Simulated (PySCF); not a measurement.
## Two-component Hartree-Fock for W⁶⁵⁺ (tungsten, charge +65)

Start: [He] 2s2 2p5; 2p1/2 filled at m_j = +1/2; 2p3/2 filled at m_j = -3/2, -1/2, +1/2, +3/2. Calculated with PySCF 2.14 in an even-tempered Gaussian basis (17 s from 49 bohr⁻², ratio 2.4; 13 p from 64 bohr⁻², ratio 2.4; 5 d from 220 bohr⁻², ratio 2.6; 4 f from 330 bohr⁻², ratio 2.6): generalised Hartree-Fock with the X2C-1e Hamiltonian and a Gaussian nucleus; one run each with spin-orbit coupling (SO) screened by Boettger's factors, then bare. This is a chosen level, not necessarily the ground level.

| spinor shell | electrons | ε, screened SO (eV) | ε, bare SO (eV) | weight of nominal j (bare SO) | rms radius, bare SO (bohr) |
| --- | --- | --- | --- | --- | --- |
| 1s1/2 | 2 | -76065.5 | -76065.8 | 1.000 | 0.0207 |
| 2s1/2 | 2 | -17820.5 | -17820.6 | 1.000 | 0.0819 |
| 2p1/2 | 1 | -17417.3 | -17451.3 | 1.000 | 0.0692 |
| 2p3/2 | 4 | -15973.6 | -15963.2 | 1.000 | 0.0763 |

```json
{"quantity": "E (hartree)", "screened SO": "-10442.53818", "bare SO": "-10442.24261"}
{"quantity": "M_J", "screened SO": "1/2", "bare SO": "1/2"}
{"quantity": "⟨J²⟩", "screened SO": "0.750", "bare SO": "0.750"}
{"quantity": "⟨L²⟩", "screened SO": "2.017", "bare SO": "2.018"}
{"quantity": "⟨S²⟩", "screened SO": "0.767", "bare SO": "0.768"}
```

Each row is a mean over spinors that exchange with the open shell spreads, by up to 21.299 eV (2p3/2).

Breit and QED terms are absent; they matter most for the inner s and p1/2 levels.

Densities and radii are taken from the X2C orbitals without a picture-change correction, which distorts them close to the nucleus.
